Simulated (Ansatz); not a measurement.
Consider the isomerisation: `[NH2][AlH][CH2]C=[Se]` → `[CH3][AlH][C](=N)[SeH]`.

Calculated with Ansatz (gas phase, PBE0-D4/def2-TZVP geometries, no zero-point term in ΔE). CCSD(T)/CBS is the MP2 limit (def2-TZVPP, def2-QZVPP) plus CCSD(T) − MP2 in def2-TZVPP, frozen cores. Functionals use def2-TZVPP. For Se outer-core shells are correlated without core-valence functions, which leaves a few kJ/mol of doubt a bond. Scalar relativity is left out up to krypton. One conformer a species, not always the lowest.

| level | ΔE (kJ/mol) |
| --- | --- |
| ωB97X-V | 108.9 |
| HF/def2-QZVPP | 114.6 |

What does CCSD(T)/CBS give? (Best estimate.)

Computed: +119.6 kJ/mol. The listed levels differ from it by -10.7, -5.0 kJ/mol.

Largest T1 diagnostic among the species: 0.017.

From PBE to PBE0 (25 % exact exchange), in def2-TZVPP and without D4, ΔE moves by +7.3 kJ/mol.
